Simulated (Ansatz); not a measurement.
Mulliken charges of `[Cl][Zr]([Cl])([I])[I]` from PBE/def2-TZVPP in Ansatz (PBE0-D4/def2-TZVP geometry).

```json
{"atom": "Cl1", "x (Å)": "-0.151", "y (Å)": "-0.646", "z (Å)": "2.263", "charge (e)": "-0.211"}
{"atom": "Zr2", "x (Å)": "0.065", "y (Å)": "-0.067", "z (Å)": "0.036", "charge (e)": "0.597"}
{"atom": "Cl3", "x (Å)": "1.937", "y (Å)": "-1.089", "z (Å)": "-0.853", "charge (e)": "-0.211"}
{"atom": "I4", "x (Å)": "-2.112", "y (Å)": "-0.865", "z (Å)": "-1.310", "charge (e)": "-0.088"}
{"atom": "I5", "x (Å)": "0.311", "y (Å)": "2.593", "z (Å)": "-0.177", "charge (e)": "-0.088"}
```

Question: By hand: the dipole of these point charges (1 e Å = 4.8032 D).

Answer: Σ q r = (-0.180, 0.174, -0.145) e Å, of length 0.289 e Å = 1.39 D.

Question: How does the dipole of the full density compare? (Estimate.)

Answer: Ansatz gave: (-0.060, 0.058, -0.048) e Å, 0.46 D; the point charges give 3.02 times that, at 0° from its direction.

Point charges leave out the atoms' own dipoles, such as those of lone pairs, and Mulliken's split depends on the basis, so the two needn't agree.
